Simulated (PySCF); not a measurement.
Radial density of Sb⁺ (antimony, charge +1)

HSE06, [Kr] 4d10 5s2 5p2, high-spin 3P determinant. All numbers are calculated (PySCF 2.14, a scalar-relativistic core potential, in aug-cc-pwCVTZ-PP with ECP28MDF). This is the valence pseudo-density: the core potential removes the inner electrons and smooths the orbitals near the nucleus.

```csv
r (bohr),4πr²ρ (e/bohr),4πr²(ρα − ρβ)
0.00430,2.649e-05,0.0000
0.00723,6.947e-05,0.0000
0.0122,0.0001628,0.0000
0.0204,0.0003175,0.0000
0.0344,0.0005379,0.0000
0.0578,0.0008747,0.0000
0.0973,0.003341,0.0000
0.164,0.03443,0.0002
0.275,0.5483,0.0036
0.463,8.243,0.0773
0.779,24.60,0.1007
1.31,8.947,0.1664
2.20,2.544,0.9762
3.71,0.4912,0.3510
6.23,0.01113,0.0102
```

Energies and moments cover only the electrons outside the core potential.
